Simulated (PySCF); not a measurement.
PySCF 2.14 output of an unrestricted TPSSh calculation on a single atom or ion in dyall-av2z (22s16p11d, 125 functions), with no relativity, point nucleus:

```
SCF conv_tol = 1e-09
number electrons alpha = 20  beta = 18
    V. N. Staroverov, G. E. Scuseria, J. Tao, and J. P. Perdew.,  J. Chem. Phys. 119, 12129 (2003)
cycle= 1 E= -3133.18499079776  delta_E= -0.014  |g|= 0.0582  |ddm|= 0.338
cycle= 2 E= -3133.18532222187  delta_E= -0.000331  |g|= 0.0338  |ddm|= 0.0661
cycle= 3 E= -3133.18545678948  delta_E= -0.000135  |g|= 0.00166  |ddm|= 0.0298
cycle= 4 E= -3133.18545816558  delta_E= -1.38e-06  |g|= 0.000894  |ddm|= 0.00379
cycle= 5 E= -3133.18545861384  delta_E= -4.48e-07  |g|= 0.000187  |ddm|= 0.00176
cycle= 6 E= -3133.18545884815  delta_E= -2.34e-07  |g|= 5.86e-05  |ddm|= 0.00188
cycle= 7 E= -3133.18545888516  delta_E= -3.7e-08  |g|= 6.24e-06  |ddm|= 0.00104
cycle= 8 E= -3133.18545888539  delta_E= -2.38e-10  |g|= 4.69e-07  |ddm|= 0.000102
converged SCF energy = -3133.18545888539  <S^2> = 2.0002964  2S+1 = 3.0001976
```

The run itself started from symmetry-adapted Hartree-Fock orbitals and held the occupation by maximum overlap, on a logarithmic radial grid, so the iterations belong to that start.

Question: Which element, charge and spin multiplicity is this?

Answer: Sr (strontium, neutral), multiplicity 3; the state was [Kr] 4d1 5s1, high-spin 3D determinant (an excited configuration).

A non-relativistic calculation at this Z misses sizeable relativistic shifts.
